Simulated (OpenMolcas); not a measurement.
Ti2+ with 6 ligands (water) in octahedral coordination (Th) at 2.22 Å. Ligand basis ANO-RCC-VDZP.

- Program: OpenMolcas
- Method: SS-CASPT2, IPEA 0.25 Eh, imaginary shift 0.1 Eh (closed shells correlated: 3s 3p and the ligand valence shells)
- Basis: ANO-RCC-VTZP [6s5p3d2f1g]
- Scalar Hamiltonian: DKH2, point nucleus
- Active space: 2 electrons in 5 orbitals (3d)
- State averaging: 2S+1 = 3 even, 10 roots; 2S+1 = 1 even, 15 roots
- Spin-orbit coupling: RASSI with atomic mean-field integrals over the reference wave functions

Problem. What is the spin-free ground state (labels of O, taken over from Oh, the nearest higher group)?

Solution. 3T1, 3-fold in its orbital part, 95 % from free-ion F terms; it has the highest spin that d2 allows.

Problem. Where is the first state of the same spin?

Solution. 3T2 at 10600 cm-1 above the ground state.

Problem. What are the lowest two levels with spin-orbit coupling?

Solution. A 2-fold level E, then a 3-fold level T2 3 cm-1 above it. Their leading multiplicities are 3 (100 %) and 3 (100 %).

Problem. What is χT at 300 K, and how does it compare with the textbook value?

Solution. The lowest level has 2S+1 = 3, for which the spin-only value is χT = S(S+1) / 2 = 1.000 cm3 K/mol (g = 2). The computed 1.099 at 300 K differs by +0.099, through orbital momentum, spin-orbit coupling and any other state in reach. With a threefold ground state the orbital momentum is unquenched, so the spin-only value is not expected to hold.

Problem. Which ligand-field parameters describe the states?

Solution. A least-squares ligand-field fit to the states below 45000 cm-1, each weighted by its degeneracy and with a free common offset, gives 10Dq = 12019 cm-1, B = 661 cm-1 and C = 2353 cm-1 (C/B = 3.56), with an rms deviation of 237 cm-1. The same method and metal basis give the free ion B = 791 cm-1 (fit to its terms below 60000 cm-1, rms deviation 557 cm-1), so the nephelauxetic ratio is β = 661 / 791 = 0.84; it hangs on how both fits weigh the states, and computed free-ion B values tend to be too large, so β mixes covalency with correlation.

Roots that are degenerate in the reference are averaged as groups; the widest CASPT2 spread within a group is 730 cm-1 (the 3-fold group of multiplicity 1 near 23500 cm-1 above the lowest state of its run). Shifts and gaps below about the spread of the groups concerned are not significant. Over all roots computed the reference weight is 0.70 to 0.71; a low but even weight reflects the number of correlated electrons. An orbital triplet at a regular site is open to Jahn-Teller coupling, which can distort the site and quench the lowest spin-orbit gaps and is left out. Ligand-to-metal charge-transfer states are missing. With no ligand orbital active B as a rule stays too high, so bands that hang on it stand too high and its fall with covalency is understated. With one d shell and no ligand orbital active, 10Dq can be off by tens of per cent for divalent 3d ions, low with halides held by bare charges and at times high in hosts. Free-ion shares, where given, are those of the reference states; single-state CASPT2 does not remix them. No measured value stands beside these numbers; the geometry is a model, was not optimised and need not be the one that this ion takes.
